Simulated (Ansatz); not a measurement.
C4H12Cl2N2Sn, SMILES `C[N](C)[Sn]([Cl])([Cl])[N](C)C`, relaxed with RKS PBE0-D4/def2-TZVP in the Gaussian-basis code of Ansatz from a PBE-D4/def2-SVP geometry. The force threshold is 0.005 eV/Å; the program also tests the step.

The species carries charge 0 and has multiplicity 1. Sn: def2 effective core potential.

Start:

```xyz
21

C    -2.614   -1.465    0.279
N    -1.302   -0.998   -0.139
C    -0.389   -2.061   -0.529
Sn   -0.443    0.523    0.955
Cl    0.286   -0.168    3.119
Cl   -2.171    2.128    1.145
N     1.163    1.440    0.104
C     2.499    0.934    0.349
C     0.965    2.115   -1.165
H    -3.252   -0.607    0.572
H    -2.591   -2.194    1.127
H    -3.115   -1.973   -0.578
H     0.592   -1.640   -0.836
H    -0.204   -2.826    0.267
H    -0.803   -2.601   -1.412
H     3.231    1.776    0.340
H     2.848    0.188   -0.411
H     2.558    0.459    1.350
H    -0.061    2.533   -1.228
H     1.130    1.463   -2.060
H     1.670    2.974   -1.249
```

```tsv
step	energy (eV)	largest force (eV/Å)	largest move (Å)
1	-38189.9877	0.637	0.000
2	-38190.1329	0.220	0.096
3	-38190.1478	0.055	0.044
4	-38190.1485	0.017	0.015
5	-38190.1488	0.022	0.045
6	-38190.1492	0.017	0.030
7	-38190.1496	0.030	0.060
8	-38190.1499	0.028	0.036
9	-38190.1503	0.038	0.061
10	-38190.1505	0.035	0.030
11	-38190.1507	0.032	0.046
13	-38190.1509	0.051	0.097
15	-38190.1517	0.030	0.021
17	-38190.1536	0.073	0.074
19	-38190.1576	0.117	0.063
21	-38190.1724	0.186	0.028
23	-38190.2121	0.110	0.179
25	-38190.2198	0.078	0.098
27	-38190.2259	0.064	0.058
29	-38190.2273	0.018	0.032
31	-38190.2277	0.017	0.026
33	-38190.2278	0.011	0.009
34	-38190.2278	0.005	0.003
```

End:

```xyz
21

C    -2.687   -1.193    0.265
N    -1.316   -0.927   -0.110
C    -0.642   -2.083   -0.665
Sn   -0.205    0.288    1.018
Cl    0.678   -0.684    2.940
Cl   -1.614    2.004    1.718
N     1.354    0.872   -0.083
C     2.519    1.427    0.569
C     1.045    1.516   -1.343
H    -3.153   -0.299    0.682
H    -2.783   -2.008    0.998
H    -3.258   -1.481   -0.626
H     0.386   -1.835   -0.938
H    -0.619   -2.942    0.022
H    -1.160   -2.403   -1.578
H     2.429    2.505    0.770
H     3.398    1.283   -0.073
H     2.713    0.916    1.514
H     0.163    1.063   -1.802
H     1.885    1.383   -2.036
H     0.865    2.597   -1.244
```

It took 110 s on 4 threads of an AMD EPYC 7R13 on a shared host and a share of an NVIDIA H100 80 GB, with 1.1 GiB of host memory at the peak.
